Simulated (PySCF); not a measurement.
Species: tetrahydropyran-4-one, C5H8O2.
SMILES with atom numbers: `[O:1]=[C:2]1[CH2:3][CH2:4][O:5][CH2:6][CH2:7]1` (hydrogens: H8, H9 on C3; H10, H11 on C4; H12, H13 on C6; H14, H15 on C7)

The same species was optimised twice, with GFN2-xTB and with PBE0-D3(BJ)/def2-SVP (PySCF), and the same property calculations (PySCF, gas phase) were run on both structures.

| coordinate | GFN2-xTB | PBE0-D3(BJ)/def2-SVP | change |
| --- | --- | --- | --- |
| C6–C7 (Å) | 1.540 | 1.531 | -0.009 |
| C3–C4 (Å) | 1.539 | 1.531 | -0.008 |
| O5–C6 (Å) | 1.404 | 1.400 | -0.004 |
| C4–O5 (Å) | 1.404 | 1.400 | -0.004 |
| O1=C2 (Å) | 1.204 | 1.207 | +0.003 |
| C2–C3 (Å) | 1.511 | 1.512 | +0.001 |
| C2–C7 (Å) | 1.511 | 1.512 | +0.001 |
| C2–C3–C4 (°) | 108.7 | 110.4 | +1.7 |
| C2–C7–C6 (°) | 108.7 | 110.4 | +1.7 |
| C3–C2–C7 (°) | 112.1 | 113.2 | +1.1 |
| O1–C2–C3 (°) | 123.9 | 123.4 | -0.5 |
| O1–C2–C7 (°) | 123.9 | 123.4 | -0.5 |
| C4–O5–C6 (°) | 112.1 | 112.3 | +0.2 |
| C3–C4–O5 (°) | 111.7 | 111.6 | -0.1 |
| O5–C6–C7 (°) | 111.7 | 111.6 | -0.1 |

Rotational constants: A = 4562, B = 2581, C = 1853 MHz (GFN2-xTB) against A = 4616, B = 2551, C = 1818 MHz (PBE0-D3(BJ)/def2-SVP). Point groups within 0.08 Å: Cs and Cs.

On the GFN2-xTB structure: HOMO (eV) -7.20 [PBE0/pcSseg-1]; LUMO (eV) -0.57 [PBE0/pcSseg-1]; dipole (D) 1.78 [PBE0/pcSseg-1]; GIAO shielding of O1 (ppm) -338.5 [PBE0/pcSseg-1]; GIAO shielding of C2 (ppm) -23.1 [PBE0/pcSseg-1]; GIAO shielding of C3/C7 (mean) (ppm) 139.2 [PBE0/pcSseg-1]; GIAO shielding of C4/C6 (mean) (ppm) 113.4 [PBE0/pcSseg-1]; GIAO shielding of O5 (ppm) 278.6 [PBE0/pcSseg-1].

Q: What do these properties become on the PBE0-D3(BJ)/def2-SVP structure?

A: 
```json
{"property": "HOMO (eV)", "level": "PBE0/pcSseg-1", "on GFN2-xTB": "-7.20", "on PBE0-D3(BJ)/def2-SVP": "-7.21", "change": "-0.01"}
{"property": "LUMO (eV)", "level": "PBE0/pcSseg-1", "on GFN2-xTB": "-0.57", "on PBE0-D3(BJ)/def2-SVP": "-0.61", "change": "-0.04"}
{"property": "dipole (D)", "level": "PBE0/pcSseg-1", "on GFN2-xTB": "1.78", "on PBE0-D3(BJ)/def2-SVP": "1.81", "change": "+0.03"}
{"property": "energy, GFN2-xTB geometry as zero (kcal/mol)", "level": "PBE0/pcSseg-1", "on GFN2-xTB": "0.0", "on PBE0-D3(BJ)/def2-SVP": "-0.3", "change": "-0.3"}
{"property": "GIAO shielding of O1 (ppm)", "level": "PBE0/pcSseg-1", "on GFN2-xTB": "-338.5", "on PBE0-D3(BJ)/def2-SVP": "-346.4", "change": "-7.9"}
{"property": "GIAO shielding of C2 (ppm)", "level": "PBE0/pcSseg-1", "on GFN2-xTB": "-23.1", "on PBE0-D3(BJ)/def2-SVP": "-23.5", "change": "-0.4"}
{"property": "GIAO shielding of C3/C7 (mean) (ppm)", "level": "PBE0/pcSseg-1", "on GFN2-xTB": "139.2", "on PBE0-D3(BJ)/def2-SVP": "138.9", "change": "-0.3"}
{"property": "GIAO shielding of C4/C6 (mean) (ppm)", "level": "PBE0/pcSseg-1", "on GFN2-xTB": "113.4", "on PBE0-D3(BJ)/def2-SVP": "114.6", "change": "+1.2"}
{"property": "GIAO shielding of O5 (ppm)", "level": "PBE0/pcSseg-1", "on GFN2-xTB": "278.6", "on PBE0-D3(BJ)/def2-SVP": "283.4", "change": "+4.8"}
```

The heavy atoms differ by 0.050 Å rms after alignment. Among bonds between heavy atoms C3–C4 and C6–C7 change most and about equally (-0.009 to -0.008 Å). Changes are differences of the printed values. Neither structure is proved a minimum here.
